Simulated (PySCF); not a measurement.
## What each rung costs, and what it gives

Saddle point of SnH$_{5}$F, closed shell (SnH₃F ([F][SnH3]) + H₂ → SnH₄ + HF; bonds formed: Sn1–H7, F2–H6; bonds broken: Sn1–F2, H6–H7), PBE0-D4/def2-TZVP structure:

| atom | x (Å) | y (Å) | z (Å) |
| --- | --- | --- | --- |
| Sn1 | -0.5227 | -0.2805 | -0.1699 |
| F2 | 0.5167 | 1.4956 | 0.6573 |
| H3 | -0.2070 | -1.4136 | -1.4166 |
| H4 | -0.9324 | -1.0186 | 1.2990 |
| H5 | -1.6257 | 0.8693 | -0.7599 |
| H6 | 1.2869 | 0.6153 | 0.3725 |
| H7 | 1.4842 | -0.2675 | 0.0175 |

Barriers are electronic and count from the start structure reached by relaxing down the imaginary mode.

Computed with PySCF 2.14 with density fitting (its default auxiliary sets; JK sets also for MP2 and CCSD(T)) (basis: as named in each row); correlated methods freeze the cores. Filled d shells of the heavier atoms are correlated. Core potentials replace the inner electrons of the atoms past krypton. The def2 sets are not built for correlating such inner shells, so the correlated values are less sure here. B3LYP uses VWN-RPA correlation. Extrapolation: Hartree–Fock as exp(−7.88 √X), correlation as X^−2.97.

Times are rough, for one single point on 4 threads of a shared host (INTEL XEON PLATINUM 8581C).

The estimate by CCSD(T) at an estimated basis limit (MP2 extrapolated from triple and quadruple zeta, plus CCSD(T) − MP2 in triple zeta) is 37.54 kcal/mol.

```csv
method,basis,time (s),barrier (kcal/mol),method less estimate
MP2,def2-QZVPP,2,37.70,0.16
PBE0-D4,def2-SVP,3,29.95,-7.59
PBE-D4,def2-SVP,3,26.61,-10.93
SPW92,def2-TZVPP,4,21.61,-15.94
CCSD(T),def2-SVP,4,37.17,-0.37
PBE0-D4,def2-TZVPP,5,33.28,-4.26
BHLYP-D4,def2-TZVPP,5,39.68,2.14
B3LYP-D4,def2-TZVPP,5,36.14,-1.40
PBE-D4,def2-TZVPP,6,30.21,-7.33
r2SCAN-D4,def2-TZVPP,9,33.31,-4.23
CCSD(T),def2-TZVPP,88,37.81,0.27
wB97M-V,def2-TZVPP,130,36.17,-1.37
```

All methods are single points on the PBE0-D4 structures.

T1 diagnostic: at most 0.015.

Labels in which every atom is bracketed show which atoms are joined, not bond orders.
